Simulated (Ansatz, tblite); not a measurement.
Removing and adding an electron: SnO₄H₄. The state is a singlet with charge 0. Geometry: B3LYP-D4/def2-SVP. Ansatz, gas phase; energy differences of separate SCF runs; the oxidised species was run as a doublet alone; the reduced species was run as a doublet alone.

```xyz
9

Sn   -0.188    0.630    0.809
O    -0.541   -1.038   -1.723
O    -1.703   -0.424    0.439
O     1.293   -0.030    1.949
O     0.496   -0.099   -1.339
H     1.188   -0.970    2.164
H     0.481    0.538   -2.073
H     0.155    2.300    0.676
H    -1.181   -0.908   -0.901
```

In the def2 sets Sn takes a core potential; there is no spin–orbit coupling. The xTB rows come from tblite. Correlated methods freeze 8 core orbitals; core or outer-core shells of Sn are correlated, in sets that lack core-valence functions. The rows differ in basis, and correlated rows in double-zeta sets carry the largest basis error. The structure holds one bond between oxygen atoms, so isomers without such links may lie far lower. The structure comes from a short search, and lower isomers may exist.

(1) Estimate orbital energies and vertical ionisation energies and electron affinities at: GFN1-xTB; GFN2-xTB; HF/def2-SVP; PBE-D4/def2-TZVP; PBE-D4/def2-TZVPD; r2SCAN-D4/def2-TZVP; r2SCAN-D4/def2-TZVPD; PBE0-D4/def2-TZVP; PBE0-D4/def2-TZVPD; MP2/def2-SVP; CCSD/def2-SVP; CCSD(T)/def2-SVP.

## Answers

(1) 
```tsv
level	−HOMO (eV)	vertical IE (eV)	−LUMO (eV)	vertical EA (eV)	HOMO–LUMO gap (eV)	IE − EA (eV)	remarks
GFN1-xTB	12.92	16.45	9.15	5.72	3.77	10.74	–
GFN2-xTB	12.04	15.29	8.31	5.00	3.73	10.29	–
HF/def2-SVP	–	7.91	–	–	–	–	–
PBE-D4/def2-TZVP	6.09	9.33	2.67	–	3.42	–	–
PBE-D4/def2-TZVPD	6.18	–	2.78	0.42	3.40	–	HOMO above zero (-1 doublet)
r2SCAN-D4/def2-TZVP	6.42	9.44	2.45	–	3.96	–	–
r2SCAN-D4/def2-TZVPD	6.47	–	2.52	0.34	3.95	–	HOMO above zero (-1 doublet)
PBE0-D4/def2-TZVP	7.66	9.57	1.79	–	5.88	–	–
PBE0-D4/def2-TZVPD	7.72	–	1.89	0.28	5.83	–	HOMO above zero (-1 doublet)
MP2/def2-SVP	–	9.65	–	–	–	–	–
CCSD/def2-SVP	–	9.22	–	–	–	–	–
CCSD(T)/def2-SVP	–	9.31	–	–	–	–	–
```

   A HOMO above zero means that the electron is unbound at that level or that self-interaction error raises the level; the energy of removing that electron tells which. Raw xTB energy differences between charge states are shifted by several eV; the methods need an empirical correction for them.
